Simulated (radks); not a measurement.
The numbers below are computed, except where a source is named.
How relativity changes the ionisation of the selenium ion Se6+ ([Ar] 3d10) to Se7+ ([Ar] 3d9). Spin-unpolarised spherical Kohn-Sham, BLYP, point nucleus unless stated (finite: rms radius 4.14 fm), a radial shooting solver on a logarithmic mesh with Libxc functionals. A level marked "c x" has the speed of light scaled by that factor and shares open shells by 2j + 1; other Dirac levels either fill j = l - 1/2 first or share by 2j + 1.

non-rel.: E(Se6+) (hartree) -2392.25562; E(Se7+) (hartree) -2386.50650; IE (eV) 156.44; HOMO 3d; <r> HOMO (bohr) 0.6130
scalar-rel.: E(Se6+) (hartree) -2420.98724; E(Se7+) (hartree) -2415.27040; IE (eV) 155.56; HOMO 3d; <r> HOMO (bohr) 0.6149
scalar-rel., finite nucleus: E(Se6+) (hartree) -2420.96962; E(Se7+) (hartree) -2415.25278; IE (eV) 155.56; HOMO 3d; <r> HOMO (bohr) 0.6149
Dirac, 2j+1 shares: E(Se6+) (hartree) -2421.13427; E(Se7+) (hartree) -2415.41764; IE (eV) 155.56; HOMO 3d5/2; <r> HOMO (bohr) 0.6164
Dirac, low j first: E(Se6+) (hartree) -2421.13427; E(Se7+) (hartree) -2415.43205; IE (eV) 155.17; HOMO 3d5/2; <r> HOMO (bohr) 0.6164
Dirac, 2j+1 shares, finite nucleus: E(Se6+) (hartree) -2421.11663; E(Se7+) (hartree) -2415.39999; IE (eV) 155.56; HOMO 3d5/2; <r> HOMO (bohr) 0.6164
Dirac, c x 0.85: E(Se6+) (hartree) -2432.71041; E(Se7+) (hartree) -2427.00628; IE (eV) 155.22; HOMO 3d5/2; <r> HOMO (bohr) 0.6178
Dirac, c x 10: E(Se6+) (hartree) -2392.53587; E(Se7+) (hartree) -2386.78707; IE (eV) 156.43; HOMO 3d5/2; <r> HOMO (bohr) 0.6130
Dirac, c x 100: E(Se6+) (hartree) -2392.25843; E(Se7+) (hartree) -2386.50931; IE (eV) 156.44; HOMO 3d5/2; <r> HOMO (bohr) 0.6130

NIST Atomic Spectra Database: 155.33 eV (measured). The relativistic part of the total energy of Se6+ is -28.86 hartree (Dirac, 2j+1 shares, finite nucleus), 1.2 % of the non-relativistic value. Spin polarisation and multiplet splitting of open shells are left out at every level.

Beside tabulated values, note that spin-unpolarised runs miss the spin-polarisation part of the exchange energy of open shells.
